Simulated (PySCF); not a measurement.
An equivalent PySCF input for I³⁺ (iodine, charge +3), [Kr] 4d10 5s2 5p2, high-spin 3P determinant, with scalar relativity through the core potential:

```python
from pyscf import gto, scf, dft, mp, cc
import basis_set_exchange as bse
txt = bse.get_basis("aug-cc-pwCVTZ-PP", elements=["I"], fmt="nwchem", header=False)
cut = txt.index("\nECP")
mol = gto.M(atom="I 0 0 0", charge=3, spin=2, symmetry="D2h",
            basis=gto.basis.parse(txt[:cut]),
            ecp={"I": gto.basis.parse_ecp(txt[cut:])})
mf = dft.UKS(mol, xc="PBE0")
mf.irrep_nelec = {'Ag': (4, 4), 'B1g': (1, 1), 'B2g': (1, 1), 'B3g': (1, 1), 'B1u': (2, 1), 'B2u': (2, 1), 'B3u': (1, 1)}
mf.kernel()
```

It reaches the same state as the run whose output follows, with an energy that differs only through the grid. The run itself started from symmetry-adapted Hartree-Fock orbitals and held the occupation by maximum overlap, on a logarithmic radial grid, so the iterations belong to that start.

```
SCF conv_tol = 1e-09
number electrons alpha = 12  beta = 10
XC functionals = PBE0
    C. Adamo and V. Barone.,  J. Chem. Phys. 110, 6158 (1999)
    M. Ernzerhof and G. E. Scuseria.,  J. Chem. Phys. 110, 5029 (1999)
cycle= 1 E= -293.505922252158  delta_E= -0.00563  |g|= 0.0175  |ddm|= 0.306
cycle= 2 E= -293.50598456824  delta_E= -6.23e-05  |g|= 0.0043  |ddm|= 0.0311
cycle= 3 E= -293.505987357237  delta_E= -2.79e-06  |g|= 0.00134  |ddm|= 0.00559
cycle= 4 E= -293.505987642965  delta_E= -2.86e-07  |g|= 0.000231  |ddm|= 0.00195
cycle= 5 E= -293.505987655732  delta_E= -1.28e-08  |g|= 1.57e-05  |ddm|= 0.000273
cycle= 6 E= -293.505987655829  delta_E= -9.73e-11  |g|= 1.09e-06  |ddm|= 2.85e-05
converged SCF energy = -293.505987655829  <S^2> = 2.002099  2S+1 = 3.001399
```

Energies and moments cover only the electrons outside the core potential.
